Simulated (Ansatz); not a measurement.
C$_{3}$H$_{10}$O$_{3}$STi, SMILES `C[O][Ti]([OH])([O]C)[S]C`, 18 atoms. The species carries charge 0 and has multiplicity 1. Correlated methods include outer-core shells of Ti, which these sets cover unevenly. Scalar relativity is left out up to krypton. Hardware: A = 4 threads of an AMD EPYC 7R13 on a shared host and a share of an NVIDIA H100 80 GB; B = 4 threads of a server CPU on a shared host. Correlated methods freeze the cores. Open-shell runs search over several starts.

Question: Give the basis size and wall time and peak host memory of each of these runs in Ansatz. RHF-CCSD(T)/def2-SVP energy [A]; RKS LC-ωPBE/def2-TZVPP energy [A]; RKS ωB97M-V/def2-QZVPP energy [A]; RKS BLYP-D4/def2-TZVPP energy [A]; RKS PBE0-D4/def2-TZVPP energy [A]; UHF-MP2/def2-QZVPP energy of the cation [A]; direct RPA on PBE orbitals/def2-TZVPP energy [A]; RKS PBE0-D4/def2-QZVPP energy [A]; UKS r2SCAN-D4/def2-TZVPP energy of the cation [A]; UKS ωB97X-V/def2-TZVPP energy of the cation [A]; UKS B3LYP-D4/def2-TZVPP energy of the cation [A]; RKS ωB97M-V/def2-SVP energy [B]. (Estimate.)

Answer: The calculation gave: Other jobs shared the machine, so times are rough.

```json
{"level": "RKS PBE0-D4/def2-TZVPP", "job": "energy [A]", "functions": "432", "wall time": "4.3 s", "peak host memory (GiB)": "0.93"}
{"level": "RKS BLYP-D4/def2-TZVPP", "job": "energy [A]", "functions": "432", "wall time": "4.5 s", "peak host memory (GiB)": "0.93"}
{"level": "RHF-CCSD(T)/def2-SVP", "job": "energy [A]", "functions": "183", "wall time": "4.8 s", "peak host memory (GiB)": "0.81"}
{"level": "RKS PBE0-D4/def2-QZVPP", "job": "energy [A]", "functions": "805", "wall time": "13 s", "peak host memory (GiB)": "1.4"}
{"level": "UKS B3LYP-D4/def2-TZVPP", "job": "energy of the cation [A]", "functions": "432", "wall time": "16 s", "peak host memory (GiB)": "1"}
{"level": "direct RPA on PBE orbitals/def2-TZVPP", "job": "energy [A]", "functions": "432", "wall time": "16 s", "peak host memory (GiB)": "2.1"}
{"level": "RKS ωB97M-V/def2-QZVPP", "job": "energy [A]", "functions": "805", "wall time": "17 s", "peak host memory (GiB)": "1.5"}
{"level": "UKS ωB97X-V/def2-TZVPP", "job": "energy of the cation [A]", "functions": "432", "wall time": "17 s", "peak host memory (GiB)": "1.3"}
{"level": "RKS LC-ωPBE/def2-TZVPP", "job": "energy [A]", "functions": "432", "wall time": "18 s", "peak host memory (GiB)": "0.96"}
{"level": "UHF-MP2/def2-QZVPP", "job": "energy of the cation [A]", "functions": "805", "wall time": "19 s", "peak host memory (GiB)": "1.6"}
{"level": "UKS r2SCAN-D4/def2-TZVPP", "job": "energy of the cation [A]", "functions": "432", "wall time": "19 s", "peak host memory (GiB)": "1.2"}
{"level": "RKS ωB97M-V/def2-SVP", "job": "energy [B]", "functions": "183", "wall time": "26 s", "peak host memory (GiB)": "1.1"}
```

B3LYP here is the variant with VWN-RPA as its local correlation; programs differ in this. LC-ωPBE has ω = 0.4 bohr⁻¹.
